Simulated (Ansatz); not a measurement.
Steps of a relaxation of C₂H₈ClGeNSi (`C=C[N]([GeH3])[SiH2]Cl`) with RKS PBE-D4/def2-SVP.

```sh
$ ansatz run in.yaml --threads 4 --pin off --events-out ev --progress --plain --max-ram 11315MiB
```

```yaml
crystal:
  periodic: [false, false, false]
  atoms:
    - {symbol: C, position_ang: [-0.641700, -2.195000, 0.022400]}
    - {symbol: C, position_ang: [-0.924100, -0.904800, 0.417700]}
    - {symbol: N, position_ang: [-0.119800, 0.214000, 0.039900]}
    - {symbol: Ge, position_ang: [1.489500, 0.078200, -1.061700]}
    - {symbol: Si, position_ang: [-0.499900, 1.832500, 0.664800]}
    - {symbol: Cl, position_ang: [-0.407900, 1.840500, 2.772800]}
    - {symbol: H, position_ang: [-1.328200, -2.943500, 0.324900]}
    - {symbol: H, position_ang: [0.182800, -2.389700, -0.632200]}
    - {symbol: H, position_ang: [-1.775300, -0.713400, 1.099300]}
    - {symbol: H, position_ang: [2.081500, 1.456200, -1.227800]}
    - {symbol: H, position_ang: [2.429000, -0.900400, -0.391500]}
    - {symbol: H, position_ang: [0.999400, -0.478400, -2.421700]}
    - {symbol: H, position_ang: [-1.912800, 2.220100, 0.240300]}
    - {symbol: H, position_ang: [0.414600, 2.854600, 0.181900]}
basis:
  gaussian: {orbitals: def2-SVP}
hamiltonian: {xc: pbe, dispersion: d4}
relax: {f_tol: 0.03, max_steps: 200}
```

Positions (Å) and forces (eV/Å) along the path, 10 of 14 steps:

```xyz
14
step=1 energy=-80575.3068 eV
C    -0.642   -2.195    0.022   -0.661    2.753    0.718
C    -0.924   -0.905    0.418    1.554   -0.721   -0.974
N    -0.120    0.214    0.040    0.185    0.697    0.162
Ge    1.490    0.078   -1.062   -1.634   -0.677    0.246
Si   -0.500    1.833    0.665   -1.126   -0.983    0.337
Cl   -0.408    1.841    2.773   -0.074    0.030   -0.312
H    -1.328   -2.943    0.325   -0.707   -1.289    0.316
H     0.183   -2.390   -0.632    0.764   -0.464   -0.603
H    -1.775   -0.713    1.099    0.104    0.207   -0.126
H     2.082    1.456   -1.228    0.132    0.593    0.075
H     2.429   -0.900   -0.392    0.429   -0.366    0.271
H     0.999   -0.478   -2.422    0.080   -0.018   -0.050
H    -1.913    2.220    0.240    0.277   -0.120    0.297
H     0.415    2.855    0.182    0.676    0.359   -0.356
14
step=2 energy=-80575.5561 eV
C    -0.639   -2.140   -0.036   -0.159    0.872    0.620
C    -0.858   -0.864    0.387    0.204   -0.164   -0.527
N    -0.089    0.266    0.038    0.072   -0.048   -0.021
Ge    1.451    0.004   -1.071   -0.506    0.213    0.267
Si   -0.538    1.846    0.685   -0.180   -0.315    0.062
Cl   -0.461    1.868    2.778    0.027   -0.036   -0.061
H    -1.290   -2.925    0.355   -0.055   -0.278   -0.137
H     0.231   -2.388   -0.652    0.080   -0.261   -0.162
H    -1.733   -0.647    1.028    0.063   -0.026    0.060
H     2.018    1.428   -1.182    0.140    0.081   -0.075
H     2.426   -0.971   -0.381    0.050   -0.070    0.063
H     1.001   -0.553   -2.447   -0.013    0.008    0.049
H    -1.967    2.207    0.356    0.168   -0.095   -0.015
H     0.435    2.841    0.170    0.108    0.118   -0.122
14
step=4 energy=-80575.6003 eV
C    -0.640   -2.137   -0.010   -0.038    0.020    0.031
C    -0.848   -0.857    0.372   -0.050   -0.009   -0.005
N    -0.080    0.270    0.037    0.009    0.041   -0.003
Ge    1.444    0.039   -1.050    0.045    0.014    0.016
Si   -0.540    1.833    0.687    0.038   -0.015   -0.026
Cl   -0.434    1.846    2.772    0.019    0.011   -0.002
H    -1.330   -2.923    0.337    0.103    0.057   -0.078
H     0.201   -2.434   -0.660   -0.070   -0.042    0.054
H    -1.710   -0.634    1.031    0.026   -0.025   -0.007
H     2.064    1.448   -1.201   -0.014   -0.041    0.005
H     2.417   -0.947   -0.353   -0.012    0.010   -0.008
H     0.988   -0.529   -2.417    0.002   -0.006   -0.006
H    -1.965    2.154    0.352   -0.018   -0.010    0.009
H     0.419    2.840    0.131   -0.040   -0.006    0.019
14
step=6 energy=-80575.6069 eV
C    -0.652   -2.130   -0.033    0.013   -0.026    0.004
C    -0.855   -0.854    0.361    0.029    0.041   -0.011
N    -0.078    0.272    0.037   -0.020   -0.018    0.018
Ge    1.460    0.030   -1.029    0.006    0.030    0.009
Si   -0.548    1.831    0.685   -0.015    0.043    0.013
Cl   -0.327    1.915    2.761    0.036   -0.012    0.004
H    -1.353   -2.914    0.280   -0.001   -0.021    0.031
H     0.198   -2.440   -0.661   -0.008    0.006   -0.034
H    -1.713   -0.637    1.023   -0.051    0.016   -0.022
H     2.093    1.433   -1.159    0.004    0.002   -0.002
H     2.414   -0.966   -0.323    0.001   -0.010    0.008
H     1.019   -0.527   -2.406    0.000   -0.005    0.002
H    -2.002    2.094    0.432    0.000   -0.040   -0.013
H     0.332    2.865    0.060    0.006   -0.006   -0.007
14
step=7 energy=-80575.6148 eV
C    -0.656   -2.129   -0.043    0.015   -0.020   -0.028
C    -0.880   -0.849    0.328   -0.027    0.050    0.018
N    -0.091    0.277    0.034   -0.034   -0.038   -0.046
Ge    1.472    0.032   -0.999   -0.020   -0.005    0.024
Si   -0.555    1.834    0.692    0.010    0.000    0.042
Cl   -0.142    1.974    2.743   -0.026    0.013   -0.141
H    -1.364   -2.916    0.249   -0.029    0.007    0.010
H     0.215   -2.444   -0.640    0.010    0.024    0.021
H    -1.784   -0.625    0.930    0.054   -0.006   -0.026
H     2.124    1.428   -1.106   -0.007    0.004    0.004
H     2.399   -0.981   -0.282    0.004    0.006    0.003
H     1.049   -0.513   -2.388    0.010    0.005    0.015
H    -2.043    2.005    0.540    0.125    0.009    0.042
H     0.245    2.880   -0.029   -0.083   -0.047    0.063
14
step=8 energy=-80575.6180 eV
C    -0.660   -2.133   -0.052    0.027   -0.022   -0.033
C    -0.897   -0.850    0.302   -0.065    0.020    0.064
N    -0.101    0.275    0.025   -0.046   -0.001   -0.017
Ge    1.477    0.031   -0.985    0.007   -0.019    0.011
Si   -0.553    1.828    0.699   -0.012    0.101    0.032
Cl   -0.048    2.027    2.728   -0.025   -0.035   -0.188
H    -1.373   -2.920    0.230   -0.025    0.031   -0.016
H     0.228   -2.451   -0.624   -0.013    0.034    0.047
H    -1.821   -0.622    0.873    0.106   -0.019   -0.043
H     2.138    1.425   -1.080   -0.023   -0.003    0.008
H     2.393   -0.986   -0.257    0.000    0.013   -0.002
H     1.071   -0.511   -2.380    0.012    0.008    0.021
H    -2.052    1.968    0.618    0.143   -0.009    0.028
H     0.185    2.890   -0.068   -0.086   -0.099    0.086
14
step=9 energy=-80575.6227 eV
C    -0.665   -2.133   -0.058    0.032   -0.032   -0.019
C    -0.907   -0.850    0.289   -0.051    0.015    0.030
N    -0.109    0.275    0.015   -0.048   -0.005   -0.005
Ge    1.482    0.030   -0.973    0.005   -0.010    0.004
Si   -0.557    1.825    0.696    0.030    0.107    0.049
Cl    0.027    2.036    2.703   -0.040   -0.026   -0.162
H    -1.387   -2.918    0.211   -0.006    0.028   -0.011
H     0.236   -2.453   -0.607   -0.035    0.033    0.036
H    -1.839   -0.619    0.846    0.077   -0.013   -0.038
H     2.137    1.427   -1.059   -0.019   -0.004    0.006
H     2.394   -0.982   -0.234   -0.004    0.013    0.000
H     1.091   -0.512   -2.371    0.015    0.003    0.015
H    -2.056    1.948    0.664    0.113   -0.013    0.023
H     0.141    2.897   -0.094   -0.073   -0.093    0.070
14
step=11 energy=-80575.6318 eV
C    -0.680   -2.128   -0.087   -0.028   -0.035    0.018
C    -0.944   -0.846    0.245    0.029    0.069   -0.029
N    -0.146    0.281   -0.021    0.003   -0.051   -0.003
Ge    1.486    0.025   -0.938    0.003    0.028    0.029
Si   -0.555    1.822    0.702   -0.006    0.000   -0.028
Cl    0.230    2.056    2.626    0.010   -0.010   -0.005
H    -1.406   -2.914    0.163    0.009   -0.005   -0.016
H     0.242   -2.438   -0.604   -0.005   -0.012    0.010
H    -1.890   -0.613    0.769   -0.007   -0.008    0.013
H     2.108    1.434   -1.048    0.002    0.020   -0.005
H     2.393   -0.931   -0.125    0.005   -0.007    0.016
H     1.175   -0.582   -2.327   -0.020    0.005   -0.008
H    -2.048    1.894    0.820    0.004    0.000    0.010
H     0.021    2.910   -0.146    0.001    0.007   -0.002
14
step=12 energy=-80575.6333 eV
C    -0.689   -2.133   -0.091   -0.023    0.000    0.004
C    -0.958   -0.847    0.225    0.063    0.025   -0.017
N    -0.156    0.278   -0.033   -0.016   -0.019    0.018
Ge    1.495    0.031   -0.920   -0.033    0.005    0.009
Si   -0.557    1.817    0.698    0.025    0.029    0.017
Cl    0.324    2.061    2.584   -0.044   -0.011   -0.057
H    -1.424   -2.914    0.145    0.020   -0.007   -0.009
H     0.244   -2.448   -0.586   -0.022   -0.008    0.008
H    -1.911   -0.611    0.733   -0.022   -0.005    0.001
H     2.100    1.448   -1.033    0.006    0.000    0.006
H     2.395   -0.913   -0.084   -0.002    0.008   -0.013
H     1.195   -0.580   -2.311    0.014   -0.006    0.006
H    -2.047    1.870    0.873    0.061    0.002    0.013
H    -0.022    2.912   -0.170   -0.027   -0.012    0.012
14
step=14 energy=-80575.6344 eV
C    -0.698   -2.134   -0.100   -0.012    0.014    0.009
C    -0.966   -0.848    0.214    0.019    0.016    0.002
N    -0.161    0.277   -0.037   -0.003   -0.017    0.003
Ge    1.497    0.031   -0.909   -0.006    0.002    0.003
Si   -0.554    1.816    0.697    0.004    0.000    0.015
Cl    0.371    2.071    2.557   -0.003    0.000   -0.018
H    -1.434   -2.915    0.130    0.000   -0.005   -0.001
H     0.238   -2.452   -0.585    0.006   -0.006   -0.007
H    -1.924   -0.610    0.713   -0.002   -0.005   -0.006
H     2.094    1.452   -1.025    0.002   -0.001    0.001
H     2.400   -0.897   -0.060   -0.006    0.002   -0.003
H     1.220   -0.595   -2.298    0.000    0.003    0.006
H    -2.035    1.857    0.920    0.000   -0.004   -0.003
H    -0.061    2.917   -0.187    0.002    0.000    0.000
```

Run time 23 s (4 threads of an Intel Xeon Platinum 8488C on a shared host); peak host memory 0.26 GiB.
